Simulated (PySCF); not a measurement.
Give a PBE0-D3(BJ)/def2-SVP geometry of `OB(Cl)OC(F)(F)F`.

Z-matrix in Å and degrees, rows numbered from 1:
```
O 
B   1  1.3390
Cl  2  1.7605  1  122.81
O   2  1.3731  1  121.00  3   179.90
C   4  1.3493  2  124.00  1     1.93
F   5  1.3287  4  111.63  2    60.10
F   5  1.3210  4  108.40  2   179.42
F   5  1.3274  4  111.75  2   -61.14
H   1  0.9625  2  113.78  3     0.11
```

B2 (three-coordinate boron) is planar (angles 122.8°, 121.0° and 116.2°, sum 360.0°, 0.00 Å off the plane of its three neighbours). Of the pairs four or more bonds apart, O1···F8 is among the closest relative to their van der Waals radii: 2.89 Å, 97 % of the sum of Bondi's values. O4 (boron-bound oxygen) is bent (angle 124.0°). The B–O distances run from 1.339 Å (O1–B2, drawn single) to 1.373 Å (B2–O4, drawn single), a spread of 0.034 Å.

Theory: PBE0-D3(BJ)/def2-SVP geometry optimisation, gas phase in PySCF 2.14.0.

Point group: Cs (tolerance 0.08 Å). PBE0-D3(BJ)/def2-SVP frequencies: not computed here. One conformer, not necessarily the lowest (H–O1–B2–Cl3 0°, O1–B2–O4–C5 2°).
